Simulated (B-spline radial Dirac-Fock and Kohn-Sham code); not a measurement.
Calculated with a radial atomic solver, using Dirac-Fock (average of configuration) total-energy differences with a finite nucleus, the Breit interaction including its frequency dependence, and self-energy and vacuum-polarisation corrections. Free neutral atoms.

Q: Order these X-ray lines by photon energy, lowest first.
A. Cd Lβ15
B. Sn Lα1
C. In Lβ1
D. Zr Lℓ
E. In Lβ2
F. W Mγ

A: D (1789.9 eV), F (2037.0 eV), B (3444.7 eV), C (3488.2 eV), A (3529.2 eV), E (3715.7 eV).
